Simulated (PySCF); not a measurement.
Computed IR spectrum (relative IR intensity) of a molecule C₂H₅FN₂Si. Geometry optimised at B3LYP-D3(BJ)/def2-SVP. Other conformers were not sampled. Calculation: B3LYP-D3(BJ)/def2-SVP (PySCF). Frequencies are harmonic and unscaled.

Lines under 2 % of the strongest are left out, and lines within 2 cm⁻¹ are merged.

ν (cm⁻¹): 61 (w), 104 (vw), 157 (m), 281 (m), 323 (m), 381 (m), 492 (vw), 566 (vw), 594 (w), 714 (w), 757 (m), 808 (m), 880 (w), 906 (w), 935 (vs), 993 (m), 1102 (s), 1203 (vw), 1283 (w), 1341 (w), 1532 (m), 1613 (w), 2208 (vs), 3048 (m), 3111 (m), 3591 (m), 3691 (m) (against the strongest line: vs over 80 %, s over 45 %, m over 15 %, w over 4 %, vw less)

Task: Pick the molecule that these values belong to.
(A) N[Si@@H]1C=N[C@@H]1F
(B) N#CC[Si@@H](N)F
(C) N[Si@]1(F)C=NC1
(D) N#C[C@H](F)[SiH2]N

Result: A, N[Si@@H]1C=N[C@@H]1F
